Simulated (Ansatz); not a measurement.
A search over several starts for the lowest SCF solution of VO4H2, that is [VO2(OH)2]- with one electron fewer at the given spin, in a small basis.

```yaml
crystal:
  periodic: [false, false, false]
  atoms:
    - {symbol: V, position_ang: [0.312465, 0.071185, 0.212450]}
    - {symbol: O, position_ang: [0.325618, 0.044533, 1.846080]}
    - {symbol: O, position_ang: [1.775734, 0.434153, -0.417406]}
    - {symbol: O, position_ang: [-0.915402, 1.351349, -0.366280]}
    - {symbol: H, position_ang: [-0.576540, 1.774467, -1.174418]}
    - {symbol: O, position_ang: [-0.216106, -1.609065, -0.403001]}
    - {symbol: H, position_ang: [-0.705771, -2.066611, 0.302566]}
basis:
  gaussian: {orbitals: def2-SVP}
magnetization: {spin_polarized: true, initial_magnetization: 1}
hamiltonian: {xc: pbe0, dispersion: d4}
output: {orbitals: {seedname: orbitals}}
```

```sh
$ ansatz run in.yaml --threads 4 --pin off --events-out ev --progress --plain --max-ram 3916MiB
```

Output, abridged:

```
Functional definition: PBE0
972 factors; integrals over basis functions are off by at most 1.4e-3 eV
mean field evaluation 1: about -33866.7462 eV, gradient 7.0e1 eV
mean field evaluation 2: about -33426.8958 eV, gradient 3.1e2 eV
mean field evaluation 4: about -33868.3876 eV, gradient 6.1e1 eV
mean field evaluation 8: about -33885.1651 eV, gradient 1.5e0 eV
mean field evaluation 16: about -33885.3327 eV, gradient 3.0e-2 eV
mean field evaluation 32: about -33885.3327 eV, gradient 1.5e-4 eV
mean field -33885.33274302 eV, -1245.2630100024 hartree, gradient 3.1e-5 eV, S^2 0.837212; 6 other end points of the search recorded, 0 dependent functions left out
reference -33885.33281710 eV, -1245.2630127248 hartree; 29, 28 occupied and 68, 69 virtual orbitals, 972 factors
Total energy: -33885.44547772 eV, -1245.2671529264 hartree
```

Run time 5.5 s (4 threads of Arm Neoverse V1 on a shared host).
